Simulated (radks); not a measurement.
Coulomb parameter of the 5d shell of neutral tantalum in the model configuration [Xe] 4f14 5d1.5 6s2 6p1.5, as a second difference U = [E(n + 0.25) + E(n - 0.25) - 2 E(n)] / (0.25)^2 with all orbitals relaxed. "Bare": the charge of the atom changes with n. "Screened": the 6p shell takes up the change at fixed total charge, which measures U(5d,5d) + U(6p,6p) - 2 U(5d,6p). All-electron calculation, scalar-relativistic Kohn-Sham, r2SCAN, spin-unpolarised, spherical densities, finite nucleus; meta-GGA in the generalised Kohn-Sham scheme; Fermi nuclear charge, rms radius 5.3507 fm. Program: a radial shooting solver on a logarithmic mesh with Libxc functionals.

| case | configuration | E - E(n) (eV) |
|---|---|---|
| start | [Xe] 4f14 5d1.5 6s2 6p1.5 | 0.000 |
| bare +0.25 | [Xe] 4f14 5d1.75 6s2 6p1.5 | -1.615 |
| bare -0.25 | [Xe] 4f14 5d1.25 6s2 6p1.5 | 2.124 |
| screened +0.25 | [Xe] 4f14 5d1.75 6s2 6p1.25 | -1.105 |
| screened -0.25 | [Xe] 4f14 5d1.25 6s2 6p1.75 | 1.212 |

U(bare) = 8.142 eV, U(screened by 6p) = 1.705 eV, against the Slater integral F0(5d,5d) = 12.362 eV with frozen orbitals. The step up makes a negative ion, whose loosely bound charge lowers the bare value.
